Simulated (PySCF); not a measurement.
**Radial density of Pt⁷³⁺ (platinum, charge +73)**

revPBE, [He] 2s2 2p1, 2P determinant. Calculation: PySCF 2.14, in an uncontracted even-tempered set (18 s from 53 bohr⁻², ratio 2.2; 13 p from 68 bohr⁻², ratio 2.2; 5 d from 250 bohr⁻², ratio 2.4; 5 f from 380 bohr⁻², ratio 2.4; 4 g from 570 bohr⁻², ratio 2.4); scalar relativity by spin-free X2C-1e.

| r (bohr) | 4πr²ρ (e/bohr) | 4πr²(ρα − ρβ) |
| --- | --- | --- |
| 0.0139 | 91.85 | 2.3263 |
| 0.0233 | 50.85 | 7.2618 |
| 0.0392 | 40.12 | 14.3000 |
| 0.0659 | 43.14 | 12.6098 |
| 0.111 | 10.85 | 2.8160 |
| 0.187 | 0.2221 | 0.0615 |
| 0.314 | 0.0001088 | 0.0000 |

Densities and radii are taken from the X2C orbitals without a picture-change correction, which distorts them close to the nucleus.

Spin-orbit coupling, absent here, splits the open shell strongly.
